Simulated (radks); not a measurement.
Task: All-electron atom: V5+ in [Ar]. All-electron calculation, non-relativistic Kohn-Sham, r2SCAN, spin-unpolarised, spherical densities, point nucleus; meta-GGA in the generalised Kohn-Sham scheme. Program: a radial shooting solver on a logarithmic mesh with Libxc functionals. Some entries of the table are withheld. Estimate them.

orbital  occ.  eigenvalue (hartree)  <r^2> (bohr^2)  <r> (bohr)
1s          2             -199.4215             (1)     0.06707
2s          2             -25.17926             (2)      0.3099
2p          6             -21.66090             (3)      0.2747
3s          2              -5.35683             (4)      0.9125
3p          6                   (5)           1.035      0.9450

Result: 
(1) 1s <r^2> (bohr^2): 0.006038
(2) 2s <r^2> (bohr^2): 0.1135
(3) 2p <r^2> (bohr^2): 0.09283
(4) 3s <r^2> (bohr^2): 0.9517
(5) 3p eigenvalue (hartree): -4.34779
